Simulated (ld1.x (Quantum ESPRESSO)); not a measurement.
Before and after: TM potential for Mo (Z = 42)

| Item | Value |
| --- | --- |
| Element | Mo |
| Generator | ld1.x (Quantum ESPRESSO) 7.5 |
| Type | norm-conserving Troullier–Martins (Kleinman–Bylander form) |
| Functional | BLYP |
| Relativity | scalar-relativistic |
| Frozen core | [Kr] |
| Valence charge | 6 |
| Reference configuration | 4d4 5s0 5p0 (charge +2) |
| Partial waves | 5s (bound, empty): rc 2.35 bohr; 4d (bound): rc 2.45 bohr; 5p (bound, empty): rc 2.90 bohr |
| Local potential | the p channel |
| Core correction | a·sin(br)/r model core, default radius (core density twice the valence density) |

Change: wave 5p (bound): rc 2.90 bohr becomes 5p (bound): rc 3.60 bohr.

Cutoffs: the cutoffs (Ry, on a coarse ladder) from which the occupation-weighted sum of valence levels, in a spherical-Bessel basis at the reference potential, stays within 10 and 1 mRy of its value at 400 Ry; they do not see the model core or the augmentation charge, which bear on the density cutoff. Errors are all-electron minus pseudo energies relative to the spin-unpolarised reference configuration.

**Question.** How do hardness, ghosts and transferability respond?

**Answer.** The potential gets neither clearly harder nor softer (35 Ry and 40 Ry → 35 Ry and 40 Ry); of the 7 tests that both files solve, the error grows in 1 and shrinks in 0 by more than 15 % and 0.3 meV (median size 164.8 → 166.3 meV); neither file shows a bound ghost.

| quantity | base | changed |
| --- | --- | --- |
| cutoff, loose | 35 Ry | 35 Ry |
| cutoff, tight | 40 Ry | 40 Ry |
| bound ghosts | none | none |
| error for 4d5 5s1 5p0, meV [ΔE -22.34 eV] | -124 | -133 |
| error for 4d5 5s0 5p0, meV [ΔE -15.40 eV] | -165 | -166 |
| error for 4d3 5s0 5p0, meV [ΔE 26.66 eV] | -239 | -240 |
| error for 4d6 5s0 5p0, meV [ΔE -21.49 eV] | -422 | -426 |
| error for 4d5 5s0 5p1, meV [ΔE -19.18 eV] | -125 | -127 |
| error for 4d4 5s2 5p0, meV [ΔE -22.22 eV] | -7.0 | -13 |
| error for 4d5.5 5s0.5 5p0, meV [ΔE -22.02 eV] | -259 | -266 |
